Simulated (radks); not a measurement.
Species: In19+. Configuration: [Ar] 3d10 4s2 (the NIST ground configuration). All-electron calculation, scalar-relativistic Kohn-Sham, B86b exchange with PBE correlation, spin-polarised, spherical densities, point nucleus. Program: a radial shooting solver on a logarithmic mesh with Libxc functionals.

Local quantities along the radius. ELF = 1/(1 + alpha^2) is the electron localisation function; alpha = (tau - tau_W)/tau_unif compares the Pauli kinetic energy density with that of the uniform gas (summed over spins). tau is taken from the large components.

```
   r/bohr * ELF (the largest magnitude, 0.999, reaches the edge; | marks zero)
 0.002131 |                                                      *
 0.002731 |                                                      *
   0.0035 |                                                      *
 0.004485 |                                                      *
 0.005747 |                                                      *
 0.007364 |                                                      *
 0.009362 |                                                      *
    0.012 |                                                      *
  0.01537 |                                                     *
   0.0197 |                                                   *
  0.02525 |                                           *
  0.03235 |                            *
  0.04113 |                 *
   0.0527 |                   *
  0.06753 |                               *
  0.08654 |                                        *
   0.1109 |                                       *
   0.1421 |                        *
   0.1807 |                *
   0.2315 |                             *
   0.2967 |                                         *
   0.3802 |                                        *
   0.4872 |                        *
   0.6193 |         *
   0.7936 |                    *
    1.017 |                                             *
    1.303 |                                                    *
     1.67 |                                                    *
     2.14 |                                                  *
```

On this mesh the ELF has minima near r = 0.047, 0.18, 0.62 bohr, which separate the shells, and maxima near 0.098 (0.76), 0.33 (0.78), 1.7 (0.97).

Self-consistent cycle (total energy in hartree, residual of the potential): 1: -5684.359001, 5e+01; 2: -5714.286668, 3e+01; 3: -5734.225237, 1e+00; 4: -5734.384121, 8e-01; 5: -5734.381637, 2e-02; 6: -5734.381579, 3e-03; 7: -5734.381615, 2e-04; 8: -5734.381616, 7e-06; 9: -5734.381616, 6e-06; 10: -5734.381616, 3e-06; 11: -5734.381616, 1e-06; 12: -5734.381616, 5e-08; 13: -5734.381616, 8e-10.
